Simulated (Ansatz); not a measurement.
`F[Si](F)(F)BCl` + CH₃SH → `CS[Si](F)(F)F` + `BCl` at 600 K and 1 bar (cleavage of the Si–B bond).

Isolated molecules relaxed with PBE0-D4/def2-TZVP in Ansatz; ΔE leaves out vibrations. CCSD(T)/CBS is the MP2 limit (def2-TZVPP, def2-QZVPP) plus CCSD(T) − MP2 in def2-TZVPP, frozen cores. This one scheme is used for every species. One conformer a species, not always the lowest.

```csv
species,CCSD(T)/CBS energy (Eh),H − E (kJ/mol),S (J/(mol·K))
`F[Si](F)(F)BCl`,-1073.86290,119.0,450.5
CH₃SH,-438.22835,152.3,296.8
`CS[Si](F)(F)F`,-1026.33397,191.9,461.4
`BCl`,-485.78909,80.5,267.8
```

H − E and S are ideal-gas, rigid-rotor, harmonic terms from PBE0-D4/def2-TZVP, for one conformer and one mirror image of each species. 1 Eh = 2625.50 kJ/mol, R = 8.31446 J/(mol·K).

Question: By hand: ΔE, ΔH, ΔS and ΔG.

Answer: ΔE = (-1026.33397) + (-485.78909) − (-1073.86290) − (-438.22835) = -0.03181 Eh = -83.5 kJ/mol. Δ(H − E) = 191.9 + 80.5 − 119.0 − 152.3 = 1.1, so ΔH = -82.4 kJ/mol. ΔS = 461.4 + 267.8 − 450.5 − 296.8 = -18.1 J/(mol·K). ΔG = -82.4 − 600 × (-18.1)/1000 = -71.5 kJ/mol.

Question: By hand: the equilibrium constant, and the temperature at which ΔG would vanish if ΔH and ΔS stayed fixed.

Answer: log₁₀ K = −ΔG/(RT ln 10) = 6.2. ΔG = 0 at ΔH/ΔS = 4552 K, far beyond where these terms or the molecules hold.

ΔH outweighs TΔS. A doubt of 5 kJ/mol in ΔE shifts log₁₀ K by 0.4 here. Other conformers and mirror images would add mixing entropy, several J/(mol·K) or more a flexible species. Modes under 60 cm⁻¹, often nearly free rotors, make the harmonic entropy too high. These are equilibria of isolated gas molecules and say nothing of rates. Largest T1 diagnostic: 0.013 (customary marks: 0.02 for closed shells, 0.045 for open ones).
